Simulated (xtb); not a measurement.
xtb input:

```bash
xtb mol.xyz --gfnff --opt tight --chrg 0 --uhf 0
```
mol.xyz:
```
5

Al    -0.00653357     0.01315504    -0.00794229
F     -1.39024871    -0.84274989    -0.23757517
F      0.07204872     1.54413220    -0.58607768
O      1.32366063    -0.62215038     0.79430802
H      1.35945132    -1.50625337     1.16166128
```

Task: Predict the final energy.

Result: -0.49122 Eh (GFN-FF).
